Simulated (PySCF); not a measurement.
Molecule: `InChI=1S/C7H9O/c1-2-8-7-5-3-4-6-7/h3-6H,2H2,1H3/q-1`.

Bonds (- single, = double, # triple, : aromatic): C1-C2, C2-O3, O3-C4, C4-C5, C5=C6, C6-C7, C7-C8, C8=C4. C1 carries H9, H10, H11; C2 carries H12, H13; C5 carries H14; C6 carries H15; C7 carries H16; C8 carries H17. Formal charges: C7 -1.

Total charge -1.

Frames of a GFN2-xTB Langevin trajectory at 600 K; GIAO PBE0/pcSseg-1 shieldings in PySCF, gas phase, non-relativistic; equivalent atoms averaged within each frame.

δ = σ(ref) − σ, references computed at the same level: TMS for ¹³C (σ = 186.93 ppm), ¹H (σ = 31.72 ppm); ¹⁷O (σ = 336.08 ppm) against H2O. The references are static minima.

Question: How do the shifts (ppm) fluctuate along the trajectory?

Answer: 
```tsv
time (fs)	C4	C5/C8	C6/C7	C2	C1	O3	H15/H16	H14/H17	H12/H13	H9/H10/H11
250	148.3	103.5	96.0	76.3	19.9	99.3	5.49	5.37	4.30	1.74
425	144.7	94.0	100.9	57.7	-0.2	49.5	5.54	5.17	2.97	-0.58
625	167.0	86.7	107.4	67.8	25.7	120.5	6.10	4.91	4.16	1.87
800	161.2	92.4	102.1	68.2	26.3	144.9	5.62	5.64	4.49	2.24
1000	157.8	97.2	93.7	80.5	29.6	106.4	5.33	5.20	4.34	2.68
mean of frames	155.8	94.8	100.0	70.1	20.3	104.1	5.62	5.26	4.05	1.59
standard deviation	9.2	6.2	5.4	8.8	12.0	35.2	0.29	0.27	0.61	1.26
```

5 frames give an uncertainty of the mean of about the standard deviation over 2.2 at best, since frames this close in time may not be independent; classical motion lacks zero-point vibration, and the reference would need the same averaging.
